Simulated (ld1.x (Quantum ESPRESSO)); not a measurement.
**u(r) = r·R(r): atom against pseudo-atom (Ag)**

Columns: radius, all-electron u(r) and pseudo u(r) of the 4d shell (level -7.34 eV) of silver in the configuration [Kr] 4d10 5s1 5p0; BLYP, scalar-relativistic, RRKJ scheme, ld1.x (Quantum ESPRESSO) 7.5.

| r (bohr) | all-electron | pseudo |
| --- | --- | --- |
| 0.190 | 0.4343 | -0.0303 |
| 0.380 | 0.1533 | -0.2000 |
| 0.570 | -0.3978 | -0.4927 |
| 0.760 | -0.7493 | -0.7641 |
| 0.950 | -0.8821 | -0.8969 |
| 1.140 | -0.8804 | -0.8910 |
| 1.330 | -0.8158 | -0.8171 |
| 1.520 | -0.7287 | -0.7287 |
| 1.710 | -0.6386 | -0.6386 |
| 1.900 | -0.5542 | -0.5542 |
| 2.090 | -0.4784 | -0.4784 |
| 2.280 | -0.4119 | -0.4119 |
| 2.470 | -0.3543 | -0.3543 |
| 2.660 | -0.3047 | -0.3047 |
| 2.850 | -0.2620 | -0.2620 |
| 3.040 | -0.2255 | -0.2255 |
| 3.230 | -0.1941 | -0.1941 |
| 3.420 | -0.1672 | -0.1672 |
| 3.610 | -0.1442 | -0.1442 |
| 3.800 | -0.1243 | -0.1243 |
| 3.990 | -0.1073 | -0.1073 |
| 4.180 | -0.0927 | -0.0927 |
| 4.370 | -0.0800 | -0.0800 |
| 4.560 | -0.0692 | -0.0692 |
| 4.750 | -0.0598 | -0.0598 |
| 4.940 | -0.0517 | -0.0517 |

Question: How many radial nodes do the two functions have?

Answer: The all-electron 4d function has n − l − 1 = 1; the pseudo-wave has 0, since the states of the same l below it are removed with the core.

Question: At about which radius was the pseudo-wave matched?

Answer: 1.45 bohr, where the columns begin to agree (steps of 0.19 bohr).

Question: Where does each function peak?

Answer: Outermost all-electron maximum near 0.95 bohr, pseudo maximum near 0.95 bohr (to the table’s step).

Question: Is the pseudo-wave norm-conserving?

Answer: Yes: the RRKJ scheme keeps the norm inside the radius equal to the all-electron one, which fixes the energy derivative of the logarithmic derivative at the level.
